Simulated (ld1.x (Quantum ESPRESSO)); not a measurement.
# Scattering properties, TM potential for boron

* Element: B (Z = 5)
* Generator: ld1.x (Quantum ESPRESSO) 7.5
* Type: norm-conserving Troullier–Martins (Kleinman–Bylander form)
* Functional: PBE
* Relativity: scalar-relativistic
* Frozen core: [He]
* Valence charge: 3
* Reference configuration: 2s2 2p1
* Partial waves: 2p (bound): rc 3.35 bohr; 3d channel at 0.05 Ry: rc 2.70 bohr; 2s (bound): rc 1.10 bohr
* Local potential: the s channel
* Core correction: none

The phase is arctan(r·u′/u) with u = r·R(r), unwrapped; energies in Ry, scanned from -3 to 5 Ry. A pole is an energy at which the radial function vanishes at the test radius. The pseudo phase is shifted by a multiple of π to meet the all-electron one at the reference energy, and phase errors are pseudo minus all-electron; the curves can meet again beyond the range given. Levels narrower than the energy grid can be missing from the lists of poles.

For each channel, where are the poles, and over which energies does the pseudopotential scatter like the atom?

```
channel  radius (bohr)  reference energy (Ry)  poles, all-electron  poles, pseudo  unbroken range about the reference energy with phases within 0.05 rad  phase error 1 Ry above the reference energy (rad)
      s           3.66                  -0.69          -0.58, 2.19    -0.58, 2.16                                                              below 3.6                                             -0.003
      p           3.66                  -0.27          -0.09, 2.25    -0.09, 2.63                                                              below 0.5                                             +0.138
      d           3.66                   0.05           1.54, 4.73     1.54, 4.84                                                              below 2.7                                             +0.001
```

Phases in the s channel:

| E (Ry) | all-electron | pseudo |
| --- | --- | --- |
| -3.00 | 1.404 | 1.404 |
| -2.76 | 1.395 | 1.395 |
| -2.52 | 1.385 | 1.385 |
| -2.28 | 1.374 | 1.374 |
| -2.04 | 1.359 | 1.359 |
| -1.80 | 1.340 | 1.340 |
| -1.56 | 1.314 | 1.314 |
| -1.32 | 1.272 | 1.272 |
| -1.08 | 1.185 | 1.185 |
| -0.84 | 0.721 | 0.721 |
| -0.60 | -1.534 | -1.534 |
| -0.36 | -1.752 | -1.752 |
| -0.12 | -1.860 | -1.860 |
| 0.12 | -1.984 | -1.986 |
| 0.36 | -2.209 | -2.212 |
| 0.60 | -2.778 | -2.791 |
| 0.84 | -3.780 | -3.797 |
| 1.08 | -4.280 | -4.288 |
| 1.32 | -4.477 | -4.482 |
| 1.56 | -4.578 | -4.582 |
| 1.80 | -4.642 | -4.646 |
| 2.04 | -4.689 | -4.692 |
| 2.28 | -4.726 | -4.731 |
| 2.52 | -4.761 | -4.766 |
| 2.76 | -4.795 | -4.802 |
| 3.00 | -4.834 | -4.844 |
| 3.24 | -4.882 | -4.899 |
| 3.48 | -4.953 | -4.985 |
| 3.72 | -5.079 | -5.154 |
| 3.96 | -5.381 | -5.640 |
| 4.20 | -6.323 | -6.840 |
| 4.44 | -7.231 | -7.407 |
| 4.68 | -7.518 | -7.593 |
| 4.92 | -7.638 | -7.681 |
